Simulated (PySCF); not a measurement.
Te(F)(Et) (C₂H₅FTe), SMILES CC[Te]F.

Geometry: PBE0-D3(BJ)/def2-SVP. The def2 effective core potentials stand for the cores of Te; spin–orbit coupling is left out. Other conformers were not sampled.

Computed with PBE0/def2-TZVP (PySCF).

Isolated molecule, no solvent.

```
Property                                                                                                        Value
---------------------------------------------------------------------------------------------  ----------------------
total energy                                                                                       -446.97420 hartree
highest occupied level                                                                                       -6.17 eV
lowest empty level                                                                                           -2.19 eV
orbital gap                                                                                                   3.98 eV
dipole moment                                                                                                  2.78 D
quadrupole, principal values (traceless, Buckingham form, about the centre of nuclear charge)  -2.99, -1.99, 4.98 D·Å
mean static polarisability                                                                       60.6 bohr³ (8.98 Å³)
polarisability, principal values                                                               49.7, 55.2, 76.9 bohr³
```
